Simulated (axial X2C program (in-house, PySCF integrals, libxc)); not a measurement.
## FCrF: the levels of the configuration d3 s1 p(π)0

Computed with an in-house all-electron X2C program for linear molecules (integrals from PySCF): two-component X2C with atomic mean-field Coulomb and Gaunt terms, basis F dyall-av3z, Cr dyall-v3z (cores contracted in-house). Orbitals come from Hartree–Fock averaged over the configuration Cr d3 s1 p(π)0; CI then distributes these electrons over the d, s, p(π) shells of Cr.

F–Cr–F held linear, both bonds 1.806 Å (near the minimum of the configuration average).

Active spinors (ω > 0):

| shell | ω | ε (eV) | character |
| --- | --- | --- | --- |
| d | 3/2 | -4.96 | 100% Cr d |
| d | 5/2 | -4.91 | 100% Cr d |
| d | 1/2 | -3.84 | 92% Cr d |
| d | 3/2 | -3.81 | 92% Cr d |
| d | 1/2 | -0.36 | 78% Cr d, 10% F p, 7% Cr s |
| s | 1/2 | -4.93 | 50% Cr s, 25% Cr d, 14% F p |
| p(π) | 1/2 | 2.51 | 94% Cr p |
| p(π) | 3/2 | 2.53 | 94% Cr p |

Lowest levels of this model:

| Ω | energy (cm⁻¹) | g∥ | configuration |
| --- | --- | --- | --- |
| 1 | 0 | 6.01 | 78% d3 s1 + 22% d4 |
| 0 | 55 | 0.00 | 78% d3 s1 + 22% d4 |
| 0 | 62 | 0.00 | 78% d3 s1 + 22% d4 |
| 1 | 120 | 2.00 | 78% d3 s1 + 22% d4 |
| 2 | 184 | 6.00 | 78% d3 s1 + 22% d4 |
| 3 | 252 | 10.01 | 78% d3 s1 + 22% d4 |
| 0 | 5383 | 0.00 | 84% d3 s1 + 16% d4 |
| 0 | 5383 | 0.00 | 84% d3 s1 + 16% d4 |
| 1 | 5494 | 0.00 | 84% d3 s1 + 16% d4 |
| 2 | 5603 | 4.00 | 84% d3 s1 + 16% d4 |
| 3 | 5709 | 8.01 | 84% d3 s1 + 16% d4 |
| 4 | 5814 | 12.01 | 84% d3 s1 + 16% d4 |
| 2 | 5832 | 8.01 | 100% d4 |
| 1 | 5834 | 4.00 | 100% d4 |
| 0 | 5835 | 0.00 | 100% d4 |
| 0 | 12730 | 0.00 | 68% d3 s1 + 28% d2 s2 |
| 0 | 13088 | 0.00 | 86% d3 s1 + 8% d2 s2 |
| 0 | 13241 | 0.00 | 78% d3 s1 + 16% d2 s2 |
| 2 | 13277 | 6.00 | 86% d3 s1 + 7% d2 s2 |
| 3 | 17486 | 8.00 | 91% d3 s1 + 9% d4 |
| 4 | 17911 | 6.00 | 82% d3 s1 + 18% d4 |
| 5 | 18045 | 10.00 | 82% d3 s1 + 18% d4 |
| 6 | 18176 | 14.00 | 82% d3 s1 + 18% d4 |
| 3 | 18509 | 6.01 | 65% d3 s1 + 29% d2 s2 |
| 4 | 18714 | 9.99 | 66% d3 s1 + 27% d2 s2 |
| 4 | 22430 | 10.00 | 55% d3 s1 + 36% d4 |
| 5 | 23647 | 10.02 | 88% d3 s1 + 12% d4 |
| 5 | 25490 | 11.98 | 63% d3 s1 + 37% d4 |

g∥ is the magnitude of 2⟨Lz + ge Sz⟩ for the +Ω component.

(1) From Ω and g∥ of the lowest level, whose 2⟨Lz + ge Sz⟩ is positive, find ⟨Sz⟩ and ⟨Lz⟩ (ge = 2.0023).

Occupations of the active spinors in the lowest level by ω, shell by shell in order of energy: -5/2: 0.00; -3/2: 1.00 0.00 0.00; -1/2: 0.99 0.00 0.00 0.00; 1/2: 0.00 0.23 0.78 0.00; 3/2: 0.00 0.01 0.00; 5/2: 0.99. The leading determinant has weight 0.77 among 269.

This point took 2.1 s on 1 thread of Arm Neoverse V1, with other jobs on the host.

Dynamic correlation is missing, so gaps between terms are too wide and other configurations may lie lower; the lowest level listed is that of this model, not necessarily the ground state. For d shells the ligand-field splittings (σ, π, δ) and their order can be off by a thousand cm⁻¹ or more. At most 4 roots were kept for each Ω > 0 (twice that for Ω = 0) within 3.2 eV of the lowest, so higher up levels can be missing between those listed; levels with Ω > 0 are doubly degenerate and listed once, Ω = 0 levels singly. Some active spinors are only partly of the character that their shell is named for, so the shell names and counts are nominal. States that fill the shells left empty in the average are placed too high. Along the bond the averaged SCF switches between close solutions, so this one may not be the lowest. The molecule was held linear; bending was not examined.

Results:

(1) Ω = ⟨Lz⟩ + ⟨Sz⟩ = 1 and ⟨Lz⟩ + ge⟨Sz⟩ = 3.005, so ⟨Sz⟩ = 2.00 and ⟨Lz⟩ = -1.00.
